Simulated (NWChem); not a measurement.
System: Si$_{2}$N$_{2}$H$_{5}$Cl; SMILES [SiH]1(Cl)N[SiH2]N1

Excerpt of the output:

```
             Northwest Computational Chemistry Package (NWChem) 7.3.0
             --------------------------------------------------------

                             Geometry "geometry" -> ""
                             -------------------------

 Output coordinates in angstroms (scale by  1.889725989 to convert to a.u.)

  No.       Tag          Charge          X              Y              Z
 ---- ---------------- ---------- -------------- -------------- --------------
    1 Cl                  17.0000     0.44023900     2.20038900     0.00740600
    2 Si                  14.0000    -0.64927200     0.41899100    -0.01718500
    3 N                    7.0000    -0.17603400    -0.75127100    -1.20344600
    4 Si                  14.0000     0.35668400    -1.90954000     0.00271900
    5 N                    7.0000    -0.16574800    -0.72770200     1.19296100
    6 H                    1.0000    -2.05624500     0.87320000    -0.04464200
    7 H                    1.0000    -0.38151600    -0.83731200    -2.18674200
    8 H                    1.0000    -0.38878300    -3.19766700    -0.01066900
    9 H                    1.0000     1.81038800    -2.23218300     0.02984700
   10 H                    1.0000     0.14137900    -0.57543900     2.14192300

 Effective nuclear repulsion energy (a.u.)     364.1093231038

                              NWChem Property Module
                              ----------------------

  itol2e modified to match energy
  convergence criterion.

                                 NWChem DFT Module
                                 -----------------

 Summary of "ao basis" -> "ao basis" (spherical)
 ------------------------------------------------------------------------------
       Tag                 Description            Shells   Functions and Types
 ---------------- ------------------------------  ------  ---------------------
 Cl                         pcsseg-1                10       24   4s5p1d
 Si                         pcsseg-1                10       24   4s5p1d
 N                          pcsseg-1                 7       17   3s3p1d
 H                          pcsseg-1                 3        5   2s1p

  itol2e modified to match energy
  convergence criterion.

[...]

          -----------------------------------------
          Chemical Shielding Tensors (GIAO, in ppm)
          -----------------------------------------

                                NWChem CPHF Module
                                ------------------

  scftype          =     RHF
  nclosed          =       32
  nopen            =        0
  variables        =     3168
  # of vectors     =        3
  tolerance        = 0.10D-03
  level shift      = 0.00D+00
  max iterations   =       50
  max subspace     =       30

 SCF residual:    7.0594123543994867E-005

Iterative solution of linear equations
  No. of variables     3168
  No. of equations        3
  Maximum subspace       30
        Iterations       50
       Convergence  1.0D-04

   iter   nsub   residual    time
   ----  ------  --------  ---------
     1      3    9.58D-01      62.5
     2      6    4.92D-02      68.3
     3      9    5.81D-03      74.5
     4     12    8.33D-04      80.3
     5     15    4.60D-05      86.1

      Atom:    1  Cl
        Diamagnetic
   1147.0885      3.5534      0.0867
      3.5534   1153.9922      0.0313
      0.0867      0.0313   1146.2866

        Paramagnetic
   -302.4506    132.2177     -0.4122
    132.2177   -257.1951      4.6033
     -0.4122      4.6033   -379.9763

        Total Shielding Tensor
    844.6379    135.7710     -0.3256
    135.7710    896.7971      4.6346
     -0.3256      4.6346    766.3103

           isotropic =     835.9151
          anisotropy =     259.6533

          Principal Components and Axis System
                 1           2           3
             1009.0173    766.5644    732.1636

      1         0.6367     -0.0809      0.7668
      2         0.7709      0.0489     -0.6350
      3         0.0139      0.9955      0.0935

      Atom:    2  Si
        Diamagnetic
    873.3963      1.4445      0.2854
      1.4445    885.2895      0.2878
      0.2854      0.2878    877.6265

        Paramagnetic
   -514.5329    -10.7853    -16.2472
    -10.7853   -511.8315     -6.1486
    -16.2472     -6.1486   -484.0049

        Total Shielding Tensor
    358.8634     -9.3408    -15.9618
     -9.3408    373.4580     -5.8608
    -15.9618     -5.8608    393.6216

           isotropic =     375.3143
          anisotropy =      37.0546

          Principal Components and Axis System
                 1           2           3
              400.0174    377.9065    348.0191

      1        -0.3433     -0.3972      0.8511
      2        -0.0856      0.9156      0.3928
      3         0.9353     -0.0620      0.3484

      Atom:    3  N
        Diamagnetic
    306.3053     -9.3449      3.1340
     -9.3449    327.2513      2.5690
      3.1340      2.5690    335.7575

        Paramagnetic
   -110.7376     -0.0998     -9.0274
     -0.0998    -84.4649     24.1671
     -9.0274     24.1671    -78.9969

        Total Shielding Tensor
    195.5677     -9.4447     -5.8934
     -9.4447    242.7864     26.7361
     -5.8934     26.7361    256.7607

           isotropic =     231.7049
          anisotropy =      70.5252

          Principal Components and Axis System
                 1           2           3
              278.7218    222.6554    193.7376

      1        -0.1249     -0.1320      0.9833
      2         0.6132      0.7689      0.1811
      3         0.7800     -0.6256      0.0151

      Atom:    4  Si
        Diamagnetic
    874.0028     -3.2857      0.2551
     -3.2857    882.2026      0.0620
      0.2551      0.0620    880.1946

[...]
```

Level: BHandHLYP/pcSseg-1, GIAO. The geometry was optimised at B3LYP/6-31G* (spherical d). NWChem prints the field gradient with the sign opposite to the second derivative of the potential. The printed shielding anisotropy is the first printed principal value minus the mean of the other two.

Question: Which NWChem input produces such a log?

Answer: This is not unique; one that fits is the input that was run:
```
start job
memory heap 200 mb stack 900 mb global 1100 mb
geometry units angstroms noautosym nocenter noautoz
  Cl     0.440239     2.200389     0.007406
  Si    -0.649272     0.418991    -0.017185
  N     -0.176034    -0.751271    -1.203446
  Si     0.356684    -1.909540     0.002719
  N     -0.165748    -0.727702     1.192961
  H     -2.056245     0.873200    -0.044642
  H     -0.381516    -0.837312    -2.186742
  H     -0.388783    -3.197667    -0.010669
  H      1.810388    -2.232183     0.029847
  H      0.141379    -0.575439     2.141923
end
basis spherical
  * library pcsseg-1
end
dft
  xc bhlyp
  iterations 150
end
property
  shielding
  efieldgrad
end
task dft property
```
